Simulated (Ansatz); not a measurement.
A nudged elastic band was laid between two geometries of C$_{2}$H$_{8}$ClNSSi (14 atoms, charge 0, multiplicity 1).

Level of theory: RKS B3LYP/STO-3G in Ansatz 0.2.0.

| Quantity | Value |
| --- | --- |
| movable images | 5 |
| climbing image | yes |
| spring | 5.0 eV/Å² |
| optimiser | quadratic models (default) |
| start path | IDPP |
| force threshold | 0.03 eV/Å |
| iteration limit | 60 |
| end points | relaxed |

First end point:

```xyz
14
Properties=species:S:1:pos:R:3
C -1.054 -0.821 0.951
Si 0.178 -0.232 -0.353
N 1.879 -0.574 -0.021
S -0.266 -1.097 -2.255
C 0.083 1.666 -0.424
Cl 0.637 2.412 1.190
H -0.858 -0.334 1.915
H -0.992 -1.907 1.103
H -2.086 -0.583 0.662
H 2.033 -1.564 0.287
H 2.227 0.018 0.773
H -1.603 -1.153 -2.010
H -0.938 2.046 -0.596
H 0.745 2.093 -1.195
```

Last end point:

```xyz
14
Properties=species:S:1:pos:R:3
C -1.027 -1.120 0.837
Si 0.177 -0.275 -0.330
N 1.809 -0.800 0.082
S -0.104 -0.755 -2.395
C -0.074 1.615 -0.134
Cl 0.420 2.173 1.572
H -0.889 -0.757 1.864
H -0.875 -2.207 0.837
H -2.069 -0.925 0.552
H 2.015 -0.636 1.098
H 2.545 -0.256 -0.432
H -1.354 -0.219 -2.428
H -1.127 1.924 -0.259
H 0.540 2.209 -0.833
```

(1) What changes between the two ends?

(2) What energy profile does the band end with?

(3) What is the geometry of the highest image?

(4) What are the harmonic wavenumbers there?

Results:

(1) No bond is made or broken. The dihedral S4–Si2–N3–H10 goes from -77 to -178°.

(2) The forces met the threshold. The highest image is number 3 of 0 to 6, 1.0 kcal/mol above the first end and 0.9 kcal/mol above the last; the last end lies 0.1 kcal/mol above the first. A vibrational analysis at the climbing image gives one clearly imaginary mode, 170i cm⁻¹: a first-order saddle point. Limits of this set-up: minimal basis.

```json
{"image": "0", "path coordinate (Å)": "0.00", "energy (kcal/mol)": "0.0", "dihedral S4–Si2–N3–H10 (°)": "-77"}
{"image": "1", "path coordinate (Å)": "0.41", "energy (kcal/mol)": "0.2", "dihedral S4–Si2–N3–H10 (°)": "-91"}
{"image": "2", "path coordinate (Å)": "0.83", "energy (kcal/mol)": "0.7", "dihedral S4–Si2–N3–H10 (°)": "-109"}
{"image": "3", "path coordinate (Å)": "1.24", "energy (kcal/mol)": "1.0", "dihedral S4–Si2–N3–H10 (°)": "-127"}
{"image": "4", "path coordinate (Å)": "1.64", "energy (kcal/mol)": "0.7", "dihedral S4–Si2–N3–H10 (°)": "-144"}
{"image": "5", "path coordinate (Å)": "2.03", "energy (kcal/mol)": "0.3", "dihedral S4–Si2–N3–H10 (°)": "-162"}
{"image": "6", "path coordinate (Å)": "2.43", "energy (kcal/mol)": "0.1", "dihedral S4–Si2–N3–H10 (°)": "-178"}
```

(3) 
```xyz
14
Properties=species:S:1:pos:R:3:forces:R:3
C -1.021 -1.048 0.840 0.00 0.00 0.00
Si 0.185 -0.247 -0.362 -0.01 0.00 -0.01
N 1.852 -0.700 0.008 0.01 0.00 0.01
S -0.220 -0.811 -2.389 0.00 0.00 0.00
C 0.016 1.649 -0.240 0.00 0.00 -0.01
Cl 0.553 2.269 1.431 0.00 0.00 0.00
H -0.888 -0.639 1.851 0.00 0.00 0.00
H -0.866 -2.133 0.891 0.00 0.00 0.00
H -2.063 -0.873 0.544 0.00 0.00 0.00
H 1.910 -1.285 0.874 0.00 0.00 0.00
H 2.450 0.137 0.204 0.00 0.00 0.00
H -1.545 -0.524 -2.280 0.00 0.00 0.00
H -1.023 1.997 -0.372 0.00 0.00 0.00
H 0.646 2.179 -0.973 0.00 0.00 0.00
```

(4) 170i, 43, 108, 123, 153, 192, 202, 234, 257, 304, 469, 567, 701, 778, 817, 861, 895, 932, 973, 1012, 1119, 1219, 1326, 1517, 1626, 1692, 1694, 1838, 2943, 3311, 3329, 3450, 3478, 3480, 3588, 3763 cm⁻¹.

The run took 120 s on 1 CPU thread of a shared host.
